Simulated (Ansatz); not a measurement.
CSe (`[C][Se]`) from Hartree–Fock to CCSD(T)

| atom | x (Å) | y (Å) | z (Å) |
| --- | --- | --- | --- |
| C1 | -0.485 | 0.316 | 0.603 |
| Se2 | 0.485 | -0.316 | -0.603 |

Charge 0, multiplicity 1. Correlated methods include outer-core shells of Se, which these sets cover unevenly. Scalar relativity is left out up to krypton. The geometry is a stationary point of PBE0-D4/def2-TZVP. Frozen core, restricted reference, the Gaussian-basis code of Ansatz.

```json
{"basis": "def2-SVP", "HF (Eh)": "-2437.28157", "MP2 corr.": "-0.35340"}
{"basis": "def2-TZVPP", "HF (Eh)": "-2437.62628", "MP2 corr.": "-0.40670"}
{"basis": "def2-QZVPP", "HF (Eh)": "-2437.67475", "MP2 corr.": "-0.71807"}
```

**Question.** Estimate the CCSD correlation energy and the (T) correction in each basis where they were run (hartree).

**Answer.** 
```tsv
basis	CCSD corr.	(T)
def2-SVP	-0.35667	-0.01829
def2-TZVPP	-0.40996	-0.02443
def2-QZVPP	-0.69582	-0.02965
```
